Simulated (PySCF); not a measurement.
Two species compared at the same levels of theory.

First species: C₄H₆OSSi.
Bonds: O1–C2 (double), C2–C3, C3–S4, S4–C5, C5–C6 (double), C6–Si7, C2–C6. Hydrogens: H8, H9 on C3; H10 on C5; H11, H12, H13 on Si7.

Second species: C₄H₆OSSi.
SMILES: `[SiH3]OC1=CSC=C1`

Levels: PBE0/def2-SVPD for dipole moment, HOMO energy, LUMO energy, HOMO–LUMO gap, static isotropic polarisability and electronic spatial extent ⟨r²⟩ about the centre of nuclear charge; TDDFT PBE0/def2-SVPD for lowest singlet excitation; TDA PBE0/def2-SVPD for lowest triplet excitation (Tamm–Dancoff); GFN2-xTB for rotational constant A and rotational constant C. Geometries: GFN2-xTB. Each species is one conformer at its optimised geometry, gas phase, non-relativistic unless stated; the electronic structure was computed with PySCF and density fitting.

Dipoles, sizes and rotational constants follow the conformer. The torsions of the flexible species, by atom-mapped SMILES:
- `[SiH3:1][O:2][c:3]1[cH:4][cH:5][s:6][cH:7]1`: Si1–O2–C3–C4 180°

Values for the first species:

* Dipole moment: 2.64 D
* HOMO energy: -6.95 eV
* LUMO energy: -1.90 eV
* HOMO–LUMO gap: 5.05 eV
* Lowest singlet excitation: 3.89 eV
* Lowest triplet excitation (Tamm–Dancoff): 2.93 eV
* Static isotropic polarisability: 96.1 au
* Electronic spatial extent ⟨r²⟩ about the centre of nuclear charge: 1155 bohr²
* Rotational constant A: 3.246 GHz
* Rotational constant C: 0.970 GHz

Q: Estimate the same properties for the second species, and the change in each.

A: 
```
                                                         property       first      second  second less first
                                                    dipole moment      2.64 D      0.52 D            -2.12 D
                                                      HOMO energy    -6.95 eV    -6.55 eV           +0.40 eV
                                                      LUMO energy    -1.90 eV    -0.39 eV           +1.51 eV
                                                    HOMO–LUMO gap     5.05 eV     6.16 eV           +1.11 eV
                                        lowest singlet excitation     3.89 eV     5.38 eV           +1.49 eV
                         lowest triplet excitation (Tamm–Dancoff)     2.93 eV     3.76 eV           +0.83 eV
                                  static isotropic polarisability     96.1 au     91.6 au            -4.5 au
electronic spatial extent ⟨r²⟩ about the centre of nuclear charge  1155 bohr²  1280 bohr²         +125 bohr²
                                            rotational constant A   3.246 GHz   5.509 GHz         +2.263 GHz
                                            rotational constant C   0.970 GHz   0.859 GHz         -0.111 GHz
```

On the first: In wavenumbers S1 is 31400 cm⁻¹ (1 eV = 8065.54 cm⁻¹). No computed singlet falls in the visible range (750 to 380 nm, 1.65 to 3.26 eV); S1 lies 0.63 eV above its blue end.

On the second: The dipole equals about 1.7 × 10⁻³⁰ C·m (1 D = 3.33564 × 10⁻³⁰ C·m). No computed singlet falls in the visible range (750 to 380 nm, 1.65 to 3.26 eV); S1 lies 2.12 eV above its blue end.
